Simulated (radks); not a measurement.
Q: Species: Yb XXVI. Configuration: [Kr] 4d9. Calculated with a radial shooting solver on a logarithmic mesh with Libxc functionals: Dirac Kohn-Sham, PBE, spin-unpolarised, spherical densities, finite nucleus; open shells fill j = l - 1/2 first; Fermi nuclear charge, rms radius 5.3108 fm.

Spin-orbit splittings of the eigenvalues, e(l+1/2) - e(l-1/2), with zeta = 2 splitting/(2l+1) and mean radii in bohr:

| shell | occ. | splitting (eV) | zeta (eV) | <r> j=l-1/2 | <r> j=l+1/2 |
|---|---|---|---|---|---|
| 2p | 6 | 1046 | 697.4 | 0.06875 | 0.07626 |
| 3p | 6 | 223.6 | 149.1 | 0.2055 | 0.2192 |
| 3d | 10 | 48.73 | 19.49 | 0.1927 | 0.1970 |
| 4p | 6 | 60.27 | 40.18 | 0.4619 | 0.4858 |
| 4d | 9 | ? | ? | 0.4854 | 0.4924 |

Estimate the 4d splitting.

A: 12.30 eV (zeta = 4.920 eV).
